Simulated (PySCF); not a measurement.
# Group charges in SiH(NHiPr)3

Compound: SiH(NHiPr)3, C₉H₂₅N₃Si.
Structure used (PBE0-D3(BJ)/def2-SVP), in Å, numbered top down from 1:
```xyz
38
C9H25N3Si angstrom
Si    -0.0056   -0.0069   -0.4231
H     -0.0105   -0.0094    1.0818
N      1.6157   -0.0184   -1.0367
C      2.8052    0.5679   -0.4435
C      3.3971   -0.3064    0.6621
C      2.5198    1.9767    0.0610
H      1.8092   -0.8185   -1.6294
H      3.5660    0.6580   -1.2418
H      2.6885   -0.3941    1.5016
H      4.3403    0.1097    1.0516
H      3.6018   -1.3217    0.2884
H      1.7608    1.9657    0.8603
H      3.4299    2.4371    0.4744
H      2.1454    2.6176   -0.7508
N     -0.8024    1.4038   -1.0396
C     -1.8931    2.1526   -0.4405
C     -1.4099    3.1272    0.6336
C     -2.9581    1.2114    0.1082
H     -0.2088    1.9619   -1.6439
H     -2.3704    2.7484   -1.2416
H     -0.9591    2.5767    1.4753
H     -2.2351    3.7421    1.0287
H     -0.6436    3.8061    0.2283
H     -2.5528    0.5820    0.9173
H     -3.8062    1.7781    0.5215
H     -3.3374    0.5440   -0.6796
N     -0.8243   -1.4031   -1.0443
C     -0.9196   -2.7271   -0.4544
C     -1.9947   -2.8069    0.6294
C      0.4338   -3.1817    0.0776
H     -1.6003   -1.1701   -1.6545
H     -1.2039   -3.4319   -1.2585
H     -1.7354   -2.1507    1.4761
H     -2.1120   -3.8332    1.0132
H     -2.9686   -2.4765    0.2363
H      0.7859   -2.5186    0.8848
H      0.3704   -4.1998    0.4900
H      1.1923   -3.1767   -0.7189
```

Atomic charges (e) from the PBE0/pcSseg-1 density (PySCF):

```json
{"atom": "Si1", "Mulliken": "+1.0365", "IAO": "+1.1670", "Hirshfeld": "+0.4146", "ESP-fitted": "+1.1593"}
{"atom": "H2", "Mulliken": "-0.1415", "IAO": "-0.2097", "Hirshfeld": "-0.1030", "ESP-fitted": "-0.2045"}
{"atom": "N3", "Mulliken": "-0.6694", "IAO": "-0.6924", "Hirshfeld": "-0.2438", "ESP-fitted": "-1.0242"}
{"atom": "C4", "Mulliken": "-0.1085", "IAO": "+0.0218", "Hirshfeld": "+0.0259", "ESP-fitted": "+0.7038"}
{"atom": "C5", "Mulliken": "-0.2393", "IAO": "-0.4192", "Hirshfeld": "-0.1249", "ESP-fitted": "-0.6158"}
{"atom": "C6", "Mulliken": "-0.2732", "IAO": "-0.4079", "Hirshfeld": "-0.1181", "ESP-fitted": "-0.6097"}
{"atom": "H7", "Mulliken": "+0.1983", "IAO": "+0.2545", "Hirshfeld": "+0.1040", "ESP-fitted": "+0.3902"}
{"atom": "H8", "Mulliken": "+0.1051", "IAO": "+0.1241", "Hirshfeld": "+0.0323", "ESP-fitted": "-0.0318"}
{"atom": "H9", "Mulliken": "+0.1141", "IAO": "+0.1330", "Hirshfeld": "+0.0342", "ESP-fitted": "+0.1500"}
{"atom": "H10", "Mulliken": "+0.1056", "IAO": "+0.1293", "Hirshfeld": "+0.0367", "ESP-fitted": "+0.1351"}
{"atom": "H11", "Mulliken": "+0.1097", "IAO": "+0.1324", "Hirshfeld": "+0.0349", "ESP-fitted": "+0.1362"}
{"atom": "H12", "Mulliken": "+0.1276", "IAO": "+0.1334", "Hirshfeld": "+0.0362", "ESP-fitted": "+0.1667"}
{"atom": "H13", "Mulliken": "+0.1162", "IAO": "+0.1367", "Hirshfeld": "+0.0414", "ESP-fitted": "+0.1400"}
{"atom": "H14", "Mulliken": "+0.1155", "IAO": "+0.1350", "Hirshfeld": "+0.0366", "ESP-fitted": "+0.1435"}
{"atom": "N15", "Mulliken": "-0.6698", "IAO": "-0.6920", "Hirshfeld": "-0.2435", "ESP-fitted": "-1.0332"}
{"atom": "C16", "Mulliken": "-0.1079", "IAO": "+0.0220", "Hirshfeld": "+0.0256", "ESP-fitted": "+0.6873"}
{"atom": "C17", "Mulliken": "-0.2398", "IAO": "-0.4189", "Hirshfeld": "-0.1248", "ESP-fitted": "-0.6273"}
{"atom": "C18", "Mulliken": "-0.2735", "IAO": "-0.4083", "Hirshfeld": "-0.1182", "ESP-fitted": "-0.6277"}
{"atom": "H19", "Mulliken": "+0.1984", "IAO": "+0.2544", "Hirshfeld": "+0.1041", "ESP-fitted": "+0.3957"}
{"atom": "H20", "Mulliken": "+0.1052", "IAO": "+0.1238", "Hirshfeld": "+0.0319", "ESP-fitted": "-0.0215"}
{"atom": "H21", "Mulliken": "+0.1142", "IAO": "+0.1327", "Hirshfeld": "+0.0342", "ESP-fitted": "+0.1555"}
{"atom": "H22", "Mulliken": "+0.1056", "IAO": "+0.1292", "Hirshfeld": "+0.0368", "ESP-fitted": "+0.1388"}
{"atom": "H23", "Mulliken": "+0.1098", "IAO": "+0.1322", "Hirshfeld": "+0.0349", "ESP-fitted": "+0.1415"}
{"atom": "H24", "Mulliken": "+0.1270", "IAO": "+0.1337", "Hirshfeld": "+0.0362", "ESP-fitted": "+0.1739"}
{"atom": "H25", "Mulliken": "+0.1166", "IAO": "+0.1368", "Hirshfeld": "+0.0415", "ESP-fitted": "+0.1457"}
{"atom": "H26", "Mulliken": "+0.1160", "IAO": "+0.1354", "Hirshfeld": "+0.0366", "ESP-fitted": "+0.1508"}
{"atom": "N27", "Mulliken": "-0.6703", "IAO": "-0.6923", "Hirshfeld": "-0.2435", "ESP-fitted": "-1.0280"}
{"atom": "C28", "Mulliken": "-0.1072", "IAO": "+0.0219", "Hirshfeld": "+0.0260", "ESP-fitted": "+0.6930"}
{"atom": "C29", "Mulliken": "-0.2390", "IAO": "-0.4190", "Hirshfeld": "-0.1249", "ESP-fitted": "-0.6340"}
{"atom": "C30", "Mulliken": "-0.2736", "IAO": "-0.4083", "Hirshfeld": "-0.1180", "ESP-fitted": "-0.6204"}
{"atom": "H31", "Mulliken": "+0.1982", "IAO": "+0.2548", "Hirshfeld": "+0.1043", "ESP-fitted": "+0.3939"}
{"atom": "H32", "Mulliken": "+0.1051", "IAO": "+0.1240", "Hirshfeld": "+0.0322", "ESP-fitted": "-0.0238"}
{"atom": "H33", "Mulliken": "+0.1139", "IAO": "+0.1329", "Hirshfeld": "+0.0342", "ESP-fitted": "+0.1566"}
{"atom": "H34", "Mulliken": "+0.1055", "IAO": "+0.1292", "Hirshfeld": "+0.0367", "ESP-fitted": "+0.1404"}
{"atom": "H35", "Mulliken": "+0.1096", "IAO": "+0.1324", "Hirshfeld": "+0.0349", "ESP-fitted": "+0.1420"}
{"atom": "H36", "Mulliken": "+0.1273", "IAO": "+0.1337", "Hirshfeld": "+0.0363", "ESP-fitted": "+0.1715"}
{"atom": "H37", "Mulliken": "+0.1163", "IAO": "+0.1368", "Hirshfeld": "+0.0415", "ESP-fitted": "+0.1437"}
{"atom": "H38", "Mulliken": "+0.1156", "IAO": "+0.1350", "Hirshfeld": "+0.0368", "ESP-fitted": "+0.1469"}
```

Question: Cut each of the bonds N3–Si1, C4–N3 and C5–C4 in turn and sum the charges on the side of the atom named first.

Answer: In e; the other side holds the opposite charge:

```tsv
bond cut	piece	atoms	Mulliken	IAO	Hirshfeld	ESP-fitted
N3–Si1	C3H8N	12	-0.298	-0.319	-0.105	-0.316
C4–N3	C3H7	10	+0.173	+0.119	+0.035	+0.318
C5–C4	CH3	4	+0.090	-0.025	-0.019	-0.195
```

Extremes among these pieces. Mulliken: lowest C3H8N at N3, highest C3H7 at C4; IAO: lowest C3H8N at N3, highest C3H7 at C4; Hirshfeld: lowest C3H8N at N3, highest C3H7 at C4; ESP-fitted: lowest C3H8N at N3, highest C3H7 at C4.

Question: Do the schemes agree better on the pieces than on the single atoms at the cuts?

Answer: The spread between schemes averages 0.261 e for the pieces and 0.695 e for the atoms named first; it is smaller for the piece at 3 of the 3 cuts. On average they agree better on the pieces. The sign differs between schemes (beyond ±0.03 e) for CH3 at C5.

Geometry: PBE0-D3(BJ)/def2-SVP, one conformer, isolated molecule.
